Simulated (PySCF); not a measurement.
Compound: C5H13NSi.
SMILES with atom numbers: `[CH3:1][CH2:2][N:3]1[CH2:4][CH2:5][CH2:6][SiH2:7]1` (hydrogens: H8, H9, H10 on C1; H11, H12 on C2; H13, H14 on C4; H15, H16 on C5; H17, H18 on C6; H19, H20 on Si7)

Cartesian coordinates in Å at the GFN2-xTB level; atoms count from 1:
```xyz
20
C5H13NSi angstrom
C      2.5776   -0.0885   -0.0967
C      1.4459    0.3515   -1.0270
N      0.1349    0.1266   -0.4868
C     -0.3032    0.9962    0.5861
C     -1.8094    0.7946    0.7262
C     -2.0880   -0.7037    0.6170
Si    -0.7915   -1.3082   -0.6333
H      2.5540    0.4817    0.8287
H      2.4698   -1.1436    0.1420
H      3.5405    0.0692   -0.5758
H      1.5133   -0.2065   -1.9642
H      1.5612    1.4192   -1.2554
H     -0.0617    2.0358    0.3355
H      0.1989    0.7526    1.5334
H     -2.1732    1.2176    1.6643
H     -2.3070    1.3100   -0.0970
H     -3.1175   -0.8905    0.3226
H     -1.9416   -1.1850    1.5838
H     -0.1561   -2.5602   -0.1888
H     -1.2518   -1.4581   -2.0176
```

Computed with PBE0/def2-SVPD in PySCF (dipole) on a GFN2-xTB geometry, gas phase.

Masses are those of the commonest isotopes; rigid-rotor values at the optimised geometry. The values belong to one conformer with, in the numbering `[CH3:1][CH2:2][N:3]1[CH2:4][CH2:5][CH2:6][SiH2:7]1`, C1–C2–N3–C4 73°, C2–N3–C4–C5 166°, N3–C4–C5–C6 42°, C4–C5–C6–Si7 -35°, C5–C6–Si7–N3 15°.

**Question.** Give the principal moments of inertia and the rotational constants in cm⁻¹.

**Answer.** Ia = 138.59, Ib = 310.19, Ic = 392.06 u·Å²; 505379 MHz·u·Å²/I gives 3647, 1629 and 1289 MHz, that is A = 0.12164, B = 0.05435, C = 0.04300 cm⁻¹.

**Question.** What kind of rotor is it?

**Answer.** An asymmetric top; Ray's κ = -0.711.

**Question.** Is it planar, by Δ = Ic − Ia − Ib?

**Answer.** Not planar: Δ = Ic − Ia − Ib = -56.72 u·Å². For a rigid frame Δ = −2 Σ m c², so Σ m c² = 28.36 u·Å² lies off the ab plane: 14.42 from hydrogen and 13.94 from heavier atoms. The atom farthest from that plane is 1.50 Å away.

**Question.** Give the other two planar moments, Paa and Pbb, and the rms extents of the mass along the axes.

**Answer.** Paa = Σ m a² = (Ib + Ic − Ia)/2 = 281.83 and Pbb = Σ m b² = (Ia + Ic − Ib)/2 = 110.23 u·Å². With the mass M = 115.08 u, the rms extents √(P/M) along a, b and c are 1.56, 0.98, 0.50 Å.

**Question.** Where do the levels up to J = 4 lie, in MHz?

**Answer.** Above 0(0,0):
J = 1: 1(0,1) 2918, 1(1,1) 4936, 1(1,0) 5276
J = 2: 2(0,2) 8715, 2(1,2) 10432, 2(1,1) 11453, 2(2,1) 17504, 2(2,0) 17544
J = 3: 3(0,3) 17315, 3(1,3) 18653, 3(1,2) 20691, 3(2,2) 26259, 3(2,1) 26453, 3(3,1) 37220, 3(3,0) 37223
J = 4: 4(0,4) 28622, 4(1,4) 29574, 4(1,3) 32957, 4(2,3) 37901, 4(2,2) 38462, 4(3,2) 48964, 4(3,1) 48984, 4(4,1) 64212, 4(4,0) 64212
Those of J = 1 are B + C, A + C and A + B.

**Question.** Predict some low-J microwave lines.

**Answer.** The dipole components are |μa| = 0.13 D, |μb| = 0.69 D, |μc| = 0.16 D. Intensities carry the squares of the components, which stand as 0.03 : 1.00 : 0.05 (a : b : c). Some lines, for components of 0.1 D or more:

```csv
type,branch,"J(Ka,Kc)",MHz,lower level (cm⁻¹)
c,Q,"5(2,4) ← 5(1,4)",4211,1.608
b,R,"2(1,2) ← 1(0,1)",7514,0.097
a,R,"3(2,1) ← 2(2,0)",8909,0.585
b,R,"4(0,4) ← 3(1,3)",9969,0.622
a,R,"4(2,2) ← 3(2,1)",12009,0.882
b,R,"5(1,5) ← 4(0,4)",14548,0.955
b,R,"3(2,2) ← 2(1,1)",14807,0.382
c,Q,"5(4,2) ← 5(3,2)",15149,2.126
b,Q,"4(4,1) ← 4(3,2)",15248,1.633
b,R,"3(2,1) ← 2(1,2)",16022,0.348
b,Q,"5(5,0) ← 5(4,1)",19604,2.632
```

**Question.** Estimate the classical rotational partition function at 100 K, 200 K and 500 K.

**Answer.** Point group C1, symmetry number σ = 1; q = (√π/σ)·√((kT/h)³/(ABC)), k/h = 20836.6 MHz/K: 60900 at 100 K, 172000 at 200 K, 681000 at 500 K.

Stationary, but not proved a minimum. Zero-point vibration and centrifugal distortion are left out. A rigid rotor knows nothing of internal rotation, which can split or shift real lines. Quadrupole hyperfine structure (14N) is left out.
